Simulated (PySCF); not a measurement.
Rows and methods have been separated. Pair them.

Compound: CH5F3OSi2.
Structure used (PBE0-D3(BJ)/def2-SVP), in Å, numbered top down from 1:
```
atom  x, y, z in Å
F1    -2.157    0.416   -0.737
C2    -1.706    0.026    0.463
F3    -2.754   -0.444    1.153
F4    -1.270    1.132    1.097
Si5   -0.287   -1.273    0.312
O6     0.964   -0.539   -0.461
Si7    1.802    0.882   -0.704
H8     0.078   -1.684    1.695
H9    -0.791   -2.420   -0.485
H10    0.906    1.895   -1.332
H11    2.944    0.581   -1.610
H12    2.310    1.400    0.599
```

The closed-shell ground state was solved 5 times with PySCF (density fitting, gas phase), always in the pcSseg-1 basis (158 functions), with these functionals: B97-2, B97-D, KT2, LC-wPBE and mPW1PW91.

```
row  total energy (Eh)  HOMO (eV)  LUMO (eV)  dipole (D)
  P          -994.6391      -7.53      -0.98        1.52
  Q          -994.7655      -8.76      -0.26        1.66
  R          -994.4710     -11.73       2.01        1.69
  S          -994.7903      -9.05      -0.27        1.68
  T         -1005.5205      -7.57      -1.39        1.54
```

**Question.** Which functional belongs to which row?

**Answer.** P = B97-D, Q = B97-2, R = LC-wPBE, S = mPW1PW91, T = KT2. By rising HOMO–LUMO gap: KT2 (GGA) 6.18 eV; B97-D (GGA) 6.55 eV; B97-2 (global hybrid, 21 % exact exchange) 8.50 eV; mPW1PW91 (global hybrid, 25 % exact exchange) 8.78 eV; LC-wPBE (range-separated hybrid) 13.74 eV. Total energies of different functionals aren't bounds to one another; each is stationary for its own functional.

One conformer stands for the species.

Note: B97-D ran without an empirical dispersion term, which enters the total energy and its gradient alone.
